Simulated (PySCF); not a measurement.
**Which element holds Cl most strongly?**

PBE0 in PySCF with def2-SVPD on every atom (core potentials on In, Sn, Sb), for the lowest determinant that a PBE0 search found; no spin–orbit coupling. D0 is De less the harmonic zero-point energy.

```csv
M,state (unpaired electrons),Re (Å),ωe (cm⁻¹),D0(MCl) (eV)
Sn,doublet (π ↑),2.414,341,3.89
In,singlet (closed shell),2.461,307,4.57
C,doublet (π ↑),1.659,883,4.22
Sb,triplet (π ↑↑),2.385,365,3.09
Si,doublet (π ↑),2.101,518,4.33
```

Q: Order the elements by D0 and give the energy of SiCl + Sb → SbCl + Si.

A: In > Si > C > Sn > Sb; ΔE = 4.33 − 3.09 = +1.24 eV at PBE0/def2-SVPD. Close neighbours can swap at other levels.

These are scalar-relativistic numbers at best; spin–orbit coupling would shift them, the dissociation energy most. States were picked by a PBE0 search and need not be the measured ground states.
